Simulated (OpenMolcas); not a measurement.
# Tb III: CASPT2 settings compared

| Item | Value |
| --- | --- |
| Program | OpenMolcas 26.06 |
| Basis | ANO-R2 [8s6p4d3f1g] |
| Scalar Hamiltonian | X2C, finite nucleus |
| Active space | 9 electrons in 7 orbitals (4f) |
| State averaging | 2S+1 = 6 odd, 18 roots; 2S+1 = 4 odd, 48 roots kept (CI in the orbitals of an earlier block, 39 in the spin-orbit step) |
| Spin-orbit coupling | RASSI with atomic mean-field integrals over the reference wave functions, term energies averaged over their components |

Methods on the same reference wave functions:
A. CASSCF
B. SS-CASPT2, IPEA 0.1 Eh, imaginary shift 0.5 Eh (closed shells correlated: 5s 5p)
C. SS-CASPT2, IPEA 0.15 Eh, no level shift (closed shells correlated: none)
D. XMS-CASPT2, IPEA 0.15 Eh, imaginary shift 0.2 Eh (closed shells correlated: none)

Energies in cm-1 above 4f9 6H* 15/2, the measured ground level; measured values from Martin, Zalubas and Hagan, Atomic Energy Levels: The Rare-Earth Elements, NSRDS-NBS 60 (1978).

```csv
Level,A,B,C,D,Measured
4f9 6H* 15/2,0.0,0.0,0.0,0.0,0.0
4f9 6H* 13/2,2971,2980,2980,2970,2805
4f9 6H* 11/2,5429,5450,5450,5430,4735
4f9 6H* 9/2,7414,7440,7440,7420,6258
4f9 6H* 7/2,8966,9000,8990,8970,7422
4f9 6F* 11/2,9501,7550,8300,8700,6470
4f9 6H* 5/2,10125,10160,10150,10130,8286
4f9 6F* 9/2,10405,8480,9200,9610,7622
4f9 6F* 7/2,11972,10040,10770,11180,
4f9 6F* 5/2,13438,11500,12240,12640,10220
4f9 6F* 3/2,14579,12640,13380,13780,
4f9 6F* 1/2,15295,13350,14100,14500,
```

Deviations, from unrounded energies. A percentage is the sum of absolute deviations over the sum of measured energies, with the sign that they share, or ± where signs differ.

```json
{"Against measurement": "mean absolute deviation (cm-1)", "Levels": "8", "A": "1800", "B": "1100", "C": "1400", "D": "1500"}
{"Against measurement": "fine structure of the ground term (%)", "Levels": "5", "A": "+18.3", "B": "+18.7", "C": "+18.7", "D": "+18.3"}
{"Against measurement": "other terms of the ground configuration (%)", "Levels": "3", "A": "+37.1", "B": "+13.3", "C": "+22.3", "D": "+27.3"}
```

B lies closest to measurement on these levels and A furthest from it. The largest miss of B in the table is 4f9 6H* 5/2, by +1900 cm-1. The ranking rests on the paired levels alone, and a cruder setting can come out closer through cancelling errors.

Among B to D the level of the table that moves most is 4f9 6F* 11/2, by 1100 cm-1 (lowest in B, highest in D). Moves below CASPT2's spread within the term are not significant.

The mean deviations of B to D differ by less than CASPT2's widest spread within a term (610 cm-1), so their order carries little weight.

The lowest spin-free term lies below A's lowest term by 0.710 hartree in B, 0.283 hartree in C, 0.287 hartree in D.

Term energies are means over components that CASPT2 splits; among the terms shown or strongly mixed into the levels shown the widest spread is 610 cm-1 (4f9 6H*, D). High states are left out of the spin-orbit mixing, which shifts the levels that they would mix with. Without dynamic correlation excited terms often stand tens of per cent too high (terms of higher spin than the ground term too low), and those without a measured partner can miss by more than the paired ones (holds for A). Some terms miss by over 15 % even with CASPT2, which points to a basis or an active space too small for the shells correlated (holds for B; C; D). Computed and measured levels are paired by configuration, term and J; levels that our copy of the source lacks, or whose pairing is in doubt (as where it misses far off the trend of its configuration), stay unpaired and out of the deviations. Only configurations of the active space appear. The table leaves out levels that lie high or whose names do not pair safely across all columns.

* marks odd parity.
